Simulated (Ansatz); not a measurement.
C$_{3}$H$_{10}$O$_{2}$Si, SMILES `CCO[SiH2]OC`, relaxed with RKS PBE-D4/def2-SVP in Ansatz 0.2.0 from a rough embedded geometry. The force threshold is 0.03 eV/Å; the program also tests the step.

Charge 0, multiplicity 1.

Start:

```xyz
16

C    -2.261    0.283    1.384
C    -1.430   -0.088    0.131
O    -0.201   -0.658    0.549
Si    0.820   -1.301   -0.644
O     1.445    0.061   -1.470
C     2.309    0.965   -0.780
H    -1.636    1.001    1.962
H    -3.163    0.755    1.063
H    -2.385   -0.575    2.022
H    -1.220    0.783   -0.467
H    -2.014   -0.806   -0.434
H     0.126   -2.162   -1.539
H     1.992   -1.925    0.024
H     1.786    1.476    0.060
H     2.604    1.740   -1.468
H     3.228    0.451   -0.392
```

Problem. How much energy does the relaxation release, and in how many steps? (Best estimate.)

Solution. Computed: 0.35 eV, in 6 steps.

Problem. Which bonds change most? (An estimate is asked.)

Solution. The calculation gave: Si4–H12 from 1.422 to 1.500 Å; C1–H8 from 1.067 to 1.109 Å; C2–H10 from 1.077 to 1.115 Å; Si4–O5 from 1.712 to 1.676 Å.

Problem. Give the relaxed structure. (Best estimate.)

Solution. Computed: 
```xyz
16

C    -2.272    0.241    1.428
C    -1.476   -0.068    0.172
O    -0.252   -0.706    0.534
Si    0.860   -1.251   -0.595
O     1.559   -0.001   -1.467
C     2.387    0.980   -0.870
H    -1.698    0.911    2.099
H    -3.230    0.738    1.173
H    -2.497   -0.690    1.986
H    -1.269    0.869   -0.395
H    -2.068   -0.728   -0.507
H     0.203   -2.102   -1.640
H     1.885   -1.977    0.226
H     1.836    1.595   -0.122
H     2.763    1.658   -1.663
H     3.269    0.530   -0.357
```
